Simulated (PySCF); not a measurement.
**Correlation energy of I (iodine, neutral)**

[Kr] 4d10 5s2 5p4 5d1, one real determinant (an excited configuration). All numbers are calculated (PySCF 2.14, scalar relativity through the core potential, in aug-cc-pVTZ-PP with one added diffuse shell each of d, f type with ECP28MDF (6s5p5d3f, 67 functions)). Frozen: 4s2 4p6 4d10; 7 electrons correlated.

```json
{"level": "CCSD", "correlation energy (mhartree)": "-114.95"}
{"level": "(T)", "correlation energy (mhartree)": "-4.08"}
{"level": "CCSD(T)", "correlation energy (mhartree)": "-119.03"}
```

Diagnostics: T1 = 0.014, D1 = 0.0433, largest double amplitude 0.055.

Task: Is a single reference adequate?

Result: Yes, within this model without spin-orbit coupling: T1 lies below 0.03 and no double amplitude reaches 0.07.

The reference is one real determinant that mixes LS terms of this configuration.
